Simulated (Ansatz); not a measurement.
`C#CC[SeH]` + `B1O[SiH2]1` → `[SeH][SiH]1BO1` + `C#CC` at 600 K and 1 bar (formal exchange of groups at the Se–C bond).

Isolated molecules relaxed with PBE0-D4/def2-TZVP in Ansatz; ΔE leaves out vibrations. CCSD(T)/CBS is the MP2 limit (def2-TZVPP, def2-QZVPP) plus CCSD(T) − MP2 in def2-TZVPP, frozen cores. This one scheme is used for every species. For Se outer-core shells are correlated without core-valence functions, which leaves a few kJ/mol of doubt a bond. Scalar relativity is left out up to krypton. One conformer a species, not always the lowest.

| species | CCSD(T)/CBS energy (Eh) | H − E (kJ/mol) | S (J/(mol·K)) |
| --- | --- | --- | --- |
| `C#CC[SeH]` | -2517.19031 | 190.5 | 384.1 |
| `B1O[SiH2]1` | -390.85529 | 121.9 | 317.7 |
| `[SeH][SiH]1BO1` | -2791.59801 | 137.2 | 394.2 |
| `C#CC` | -116.49627 | 182.1 | 298.5 |

H − E and S are ideal-gas, rigid-rotor, harmonic terms from PBE0-D4/def2-TZVP, for one conformer and one mirror image of each species. 1 Eh = 2625.50 kJ/mol, R = 8.31446 J/(mol·K).

**Question.** By hand: ΔE, ΔH, ΔS and ΔG.

**Answer.** ΔE = (-2791.59801) + (-116.49627) − (-2517.19031) − (-390.85529) = -0.04868 Eh = -127.8 kJ/mol. Δ(H − E) = 137.2 + 182.1 − 190.5 − 121.9 = 6.9, so ΔH = -120.9 kJ/mol. ΔS = 394.2 + 298.5 − 384.1 − 317.7 = -9.1 J/(mol·K). ΔG = -120.9 − 600 × (-9.1)/1000 = -115.4 kJ/mol.

**Question.** By hand: the equilibrium constant, and the temperature at which ΔG would vanish if ΔH and ΔS stayed fixed.

**Answer.** log₁₀ K = −ΔG/(RT ln 10) = 10.0. ΔG = 0 at ΔH/ΔS = 13286 K, far beyond where these terms or the molecules hold.

The number of gas molecules stays the same, so ΔS is small and ΔH decides. A doubt of 5 kJ/mol in ΔE shifts log₁₀ K by 0.4 here. Other conformers and mirror images would add mixing entropy, several J/(mol·K) or more a flexible species. These are equilibria of isolated gas molecules and say nothing of rates. Largest T1 diagnostic: 0.017 (customary marks: 0.02 for closed shells, 0.045 for open ones).
